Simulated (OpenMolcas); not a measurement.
The numbers below are computed, except where a source is named.
## Mn2+: input and output

Mn2+ among 4 point charges of -2 e arranged as a tetrahedron (Td), 1.55 Å from the ion. The active orbitals were held to one l.

Input:

```
&GATEWAY
Coord
1

Mn 0.0 0.0 0.0
Basis=ANO-RCC-VDZP
Group=NoSym
NoMove
AngMom=0.0 0.0 0.0
AMFI
XField
4 Angstrom 0
0.894893 0.894893 0.894893 -2.000000
0.894893 -0.894893 -0.894893 -2.000000
-0.894893 0.894893 -0.894893 -2.000000
-0.894893 -0.894893 0.894893 -2.000000
&SEWARD
&RASSCF
FileOrb=start.orb
Symmetry=1
Spin=6
nActEl=5 0 0
Inactive=9
Ras2=5
CIRoot=1 1 1
SDav=1
CIMx=300
Iter=120 100
PrWF=0.3
OrbListing=Nothing
MaxOrb=0
SupSym
1
10 10 11 12 13 14 23 24 25 26 27
>>> COPY $Project.JobIph JOB001
&RASSCF
FileOrb=start.orb
Symmetry=1
Spin=4
nActEl=5 0 0
Inactive=9
Ras2=5
CIRoot=24 24 1
SDav=24
CIMx=300
Iter=120 100
PrWF=0.3
OrbListing=Nothing
MaxOrb=0
SupSym
1
10 10 11 12 13 14 23 24 25 26 27
>>> COPY $Project.JobIph JOB002
&RASSCF
FileOrb=start.orb
Symmetry=1
Spin=2
nActEl=5 0 0
Inactive=9
Ras2=5
CIRoot=75 75 1
SDav=75
CIMx=300
Iter=120 100
PrWF=0.3
OrbListing=Nothing
MaxOrb=0
SupSym
1
10 10 11 12 13 14 23 24 25 26 27
>>> COPY $Project.JobIph JOB003
&RASSI
NrOfJobIphs=3 1 24 75
1
1 2 3 4 5 6 7 8 9 10 11 12 13 14 15 16 17 18 19 20 21 22 23 24
1 2 3 4 5 6 7 8 9 10 11 12 13 14 15 16 17 18 19 20 21 22 23 24 25 26 27
28 29 30 31 32 33 34 35 36 37 38 39 40 41 42 43 44 45 46 47 48 49 50 51
52 53 54 55 56 57 58 59 60 61 62 63 64 65 66 67 68 69 70 71 72 73 74 75
IphNames
JOB001
JOB002
JOB003
EJob
SpinOrbit
DIPRint=1.0
SOCoupling=1000.0
Subsets=2
Property=9
'ANGMOM' 1 'ANGMOM' 2 'ANGMOM' 3 'MLTPL  1' 1 'MLTPL  1' 2 'MLTPL  1' 3
'AMFI' 1 'AMFI' 2 'AMFI' 3
SOProperty=3
'ANGMOM' 1 'ANGMOM' 2 'ANGMOM' 3
```

Launched by
```bash
OMP_NUM_THREADS=1 MOLCAS_MEM=1689 MOLCAS_PROJECT=a pymolcas a.inp > a.log  # once for each step of the input, in one work folder
```

A driver script runs the steps one by one and writes start.orb anew before each from the orbitals found so far.

Output, cut to the results:

```
--- SEWARD ---
Basis set label: MN.ANO-RCC...5S4P2D1F.

      Electronic valence basis set:
      ------------------
      Associated Effective Charge  25.000000 au
      Associated Actual Charge     25.000000 au
      Nuclear Model: Point charge

      Shell  nPrim  nBasis  Cartesian Spherical Contaminant
         s      21       5        X
         p      15       4        X
         d      10       2                 X
         f       6       1                 X
                  Relativistic Douglas-Kroll-Hess integrals:
                    - DKH order of Hamiltonian: 2
                    - DKH order of Properties : 0
                  Atomic mean-field integrals
--- RASSCF ---
Wave function specifications:
      -----------------------------

      Number of closed shell electrons          18
      Number of electrons in active shells       5
      Max number of holes in RAS1 space          0
      Max nr of electrons in RAS3 space          0
      Number of inactive orbitals                9
      Number of active orbitals                  5
      Number of secondary orbitals              20
      Spin quantum number                      2.5
      State symmetry                             1
Orbital specifications:
      -----------------------

      Symmetry species                           1
                                                 a
      Frozen orbitals                            0
      Inactive orbitals                          9
      Active orbitals                            5
      RAS1 orbitals                              0
      RAS2 orbitals                              5
      RAS3 orbitals                              0
      Secondary orbitals                        20
      Deleted orbitals                           0
      Number of basis functions                 34
      Number of CSFs                             1
      Number of root(s) required                 1
      Iter CI   SX   CI       RASSCF       Energy    max ROT     max BLB   max BLB  Level Ln srch  Step   QN
          iter iter root      energy       change     param      element    value   shift minimum  type update
 Nr of preliminary CI iterations:   1
      Total energies have been shifted. Add                -1000.00 au
        1   1    6    1  -162.08510948    0.00E+00  -7.32E-02    6  29 1  8.42E-02*  0.00   0.00    SX    NO
        2   1    6    1  -162.09353209   -8.42E-03* -5.92E-02    9  22 1  9.28E-02*  0.00   0.00    SX    NO
        3   1    6    1  -162.09424787   -7.16E-04* -4.41E-02    9  22 1 -8.59E-02*  0.00   0.00    SX    NO
        4   1    6    1  -162.09553184   -1.28E-03* -4.38E-02    9  22 1  8.06E-02*  0.00   0.00    SX    NO
        5   1    6    1  -162.09576273   -2.31E-04* -1.97E-02    9  22 1 -7.63E-02*  0.00   0.51    LS   YES
        6   1    5    1  -162.10124969   -5.49E-03* -2.26E-03    9  22 1 -5.16E-03*  0.00   1.09    QN   YES
        7   1    4    1  -162.10129129   -4.16E-05* -1.59E-04    8  21 1  3.77E-04*  0.00   0.96    QN   YES
        8   1    4    1  -162.10129142   -1.25E-07*  3.04E-05   14  27 1 -2.67E-05   0.00   1.12    QN   YES
        9   1    3    1  -162.10129142   -3.46E-09  -3.08E-06    9  22 1 -4.97E-06   0.00   1.09    QN   YES
      Convergence after  9 iterations
       10   1    3    1  -162.10129142   -5.09E-11  -3.08E-06    9  22 1 -1.13E-06   0.00   1.09    QN   YES
      Natural orbitals and occupation numbers for root  1
      sym 1:   1.000000   1.000000   1.000000   1.000000   1.000000
::    RASSCF root number  1 Total energy:  -1162.10129142
--- RASSCF ---
Wave function specifications:
      -----------------------------

      Number of closed shell electrons          18
      Number of electrons in active shells       5
      Max number of holes in RAS1 space          0
      Max nr of electrons in RAS3 space          0
      Number of inactive orbitals                9
      Number of active orbitals                  5
      Number of secondary orbitals              20
      Spin quantum number                      1.5
      State symmetry                             1
Orbital specifications:
      -----------------------

      Symmetry species                           1
                                                 a
      Frozen orbitals                            0
      Inactive orbitals                          9
      Active orbitals                            5
      RAS1 orbitals                              0
...
--- RASSI ---
SPIN-FREE ENERGIES:
  (Shifted by EMIN (a.u.) =      -1162.1012914232)

 SF State       Relative EMIN(au)   Rel lowest level(eV)    D:o, cm**(-1)      L_eff

     1             0.0000000000        0.0000000000              0.0000         0.0
     2             0.1126101326        3.0642778123          24715.0673         3.2
     3             0.1126101326        3.0642778123          24715.0673         3.2
     4             0.1126101326        3.0642778123          24715.0673         3.2
     5             0.1333775932        3.6293892046          29272.9981         3.8
     6             0.1333775932        3.6293892046          29272.9981         3.8
     7             0.1333775932        3.6293892046          29272.9981         3.8
     8             0.1392600500        3.7894590104          30564.0481         4.0
     9             0.1403187758        3.8182684058          30796.4116         4.0
    10             0.1403187758        3.8182684058          30796.4116         4.0
    26             0.1553191161        4.2264484584          34088.6057         4.9
    27             0.1553191161        4.2264484584          34088.6057         4.9
    28             0.1553191161        4.2264484584          34088.6057         4.9
    11             0.1683260938        4.5803863532          36943.3074         2.4
    12             0.1683260938        4.5803863532          36943.3074         2.4
    13             0.1683260938        4.5803863532          36943.3074         2.4
    14             0.1741005859        4.7375182888          38210.6619         2.0
    15             0.1741005859        4.7375182888          38210.6619         2.0
    29             0.1773875437        4.8269609661          38932.0658         5.6
    30             0.1773875437        4.8269609661          38932.0658         5.6
    31             0.1773875437        4.8269609661          38932.0658         5.6
...
```

Spin-orbit levels above the lowest (labels of Td):

```csv
E (cm-1),Degeneracy,Label,2S+1,g
0.0,6,,6,
24654,2,Γ6,4,2.89 2.89 2.89
24684,4,Γ8,4,
24738,2,Γ7,4,2.45 2.45 2.45
24747,4,Γ8,4,
29224,2,Γ6,4,3.19 3.19 3.19
29229,4,Γ8,4,
29293,4,Γ8,4,
29345,2,Γ7,4,1.92 1.92 1.92
30561,4,Γ8,4,
30794,2,Γ7,4,1.94 1.94 1.94
30798,4,Γ8,4,
30799,2,Γ6,4,2.18 2.18 2.18
33932,4,Γ8,2,
34443,2,Γ7,2,2.72 2.72 2.72
36675,2,Γ7,4,3.51 3.51 3.51
36840,4,Γ8,4,
37067,4,Γ8,4,
37086,2,Γ6,4,1.49 1.49 1.49
38177,2,Γ7,4,1.89 1.89 1.89
```

Without dynamic correlation the repulsion within the d shell is too large (B by tens of per cent), so at a given field states of lower spin stand too high. Point charges carry no covalency, so the field is a model and not that of real ligands. No measured value stands beside these numbers.

The RASSCF and RASSI steps took 27 s on 1 thread of Arm Neoverse V1, on a shared host; the integral step is not counted.
